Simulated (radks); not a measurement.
Values are calculated unless marked as measured or tabulated.
Code: a radial shooting solver on a logarithmic mesh with Libxc functionals. Model: non-relativistic Kohn-Sham, PBE, spin-polarised, spherical densities, point nucleus; open shells are filled with parallel spins first (spin-orbit coupling, left out, can overturn this in heavy ions). Response by self-consistent Sternheimer equations with the Hartree and adiabatic LDA kernel. For heavy and open-shell atoms this level of theory can miss by tens of per cent. Rank Mg+, Ge3+, Sc+, O+, Si, I+ (NIST ground configurations) by static dipole polarisability, largest first.

Answer. Sc+ 56.07, Si 41.79, Mg+ 31.38, I+ 21.02, Ge3+ 6.140, O+ 2.628 bohr^3.
